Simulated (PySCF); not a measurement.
```xyz
4
charge 0 multiplicity 4, angstrom
Ru    0.0000    0.0000   -0.1578
F     0.0000    0.0000    1.6950
F     1.8198    0.0000   -0.4240
F    -1.8198    0.0000   -0.4240
```

Level of theory: UPBE0/[Ru def2-TZVP with ECP28, F def2-TZVP], scalar-relativistic core potentials, density fitting, no spin–orbit coupling, PySCF.

This geometry of RuF₃ is a stationary point at this level.

Q: What is the point group?

A: C2v.

Q: Is it a minimum?

A: Yes: all harmonic wavenumbers are real.

Q: List the harmonic modes with their infrared intensities.

A: 
```tsv
symmetry	ω (cm⁻¹)	IR (km/mol)	type
b1	137	18.0	bend
b2	155	5.1	bend
a1	196	14.2	bend
a1	647	75.6	stretch
a1	680	16.5	stretch
b2	701	290	stretch
```

Q: Give the ideal-gas entropy at 298.15 K and 1 bar by parts.

A: translation 172.1, rotation 102.0, vibration 36.1, spin 11.5; total 321.7 J/(mol K).

In C2v the vibrations span b1 + 2b2 + 3a1. Here b1 is antisymmetric to the molecular plane and b2 lies in it.

Other isomers or separated fragments may lie lower. With open d or f shells other occupations or spin states may lie lower.
